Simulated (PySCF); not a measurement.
Gas-phase reaction: In(CH3)2NH2 + 2 C4H8 (isobutene) = InCH3 + N + 3 C3H7 (n-propyl)

Energies from PySCF, thermal terms from the rigid-rotor harmonic-oscillator model, ideal gas at 1 bar. † marks an energy on the PBE0/def2-TZVP geometry and frequencies; other levels use their own. Open shells (unrestricted): N (multiplicity 4), C3H7 (n-propyl) (multiplicity 2); the rest are closed-shell singlets. B3LYP is the form with VWN-RPA correlation. In: scalar-relativistic def2 core potential, no spin-orbit coupling. No R ln 2 is added for the mirror-image form of C3H7 (n-propyl). Methyl groups turn as free rotors in In(CH3)2NH2. In(CH3)2NH2, InCH3: computed as isolated molecules; such fragments, hydroxides, amides, oligomers or adducts are transient or little studied in the gas. The harmonic model lacks anharmonicity and excited electronic states, which grow with temperature; levels with a mode under 35 cm⁻¹ are left out. Internal rotation in C4H8 (isobutene), C3H7 (n-propyl) is treated as a harmonic vibration of one conformer, which makes the entropy rough. Soft modes under 120 cm⁻¹ make the harmonic entropy rough for In(CH3)2NH2.

| level | ΔE electronic, kJ | ΔH°(298 K), kJ | ΔS°(298 K), J/K | ΔG°(2000 K), kJ |
|---|---|---|---|---|
| B3LYP/def2-TZVP† | 874 | 848 | 320 | 211 |
| BLYP/def2-TZVP† | 892 | 866 | 320 | 229 |
| M06-2X/def2-TZVP† | 928 | 902 | 320 | 265 |
| PBE/def2-SVP | 922 | 898 | 309 | 284 |
| PBE/def2-TZVP† | 935 | 910 | 320 | 273 |
ΔH° is lowest at B3LYP/def2-TZVP† and highest at PBE/def2-TZVP†. No reference value is set beside these.
